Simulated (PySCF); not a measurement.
Ir⁵⁰⁺: ionisation energy

Ir⁵⁰⁺ [Ar] 3d9 [3d3/2^4 3d5/2^5, M_J = 5/2] → Ir⁵¹⁺ [Ar] 3d8 [3d3/2^4 3d5/2^4, M_J = 4], as a difference of total energies. Computed with PySCF 2.14 in an uncontracted even-tempered set (15 s from 13 bohr⁻², ratio 2.8; 13 p from 17 bohr⁻², ratio 2.8; 8 d from 17 bohr⁻², ratio 2.8; 3 f from 63 bohr⁻², ratio 3), with the two-component X2C-1e Hamiltonian. Correlated levels: [Ne] frozen; the 78 highest virtual spinors dropped. "Screened" scales the spin-orbit matrix elements by Boettger's factors to mimic the two-electron term; Breit and QED terms are absent.

```json
{"method": "GHF (spin-free)", "ionisation energy (eV)": "4701.4"}
{"method": "GMP2 (spin-free)", "ionisation energy (eV)": "4702.8"}
{"method": "GHF (screened spin-orbit)", "ionisation energy (eV)": "4670.3"}
{"method": "GMP2 (screened spin-orbit)", "ionisation energy (eV)": "4671.7"}
```

Breit and QED terms and the two-electron picture change are absent.

The spin-free rows relax to the high-spin LS determinant and lack the spin-orbit shift.

The labels give the starting determinants; with spin-orbit coupling the two ends relaxed to ⟨J²⟩ = 8.75, ⟨L²⟩ = 6.07, ⟨S²⟩ = 0.82 and ⟨J²⟩ = 20.00, ⟨L²⟩ = 13.18, ⟨S²⟩ = 1.79.

For comparison: 4668 ± 4 eV (theoretical estimate listed by NIST; NIST Atomic Spectra Database, ionization energies).
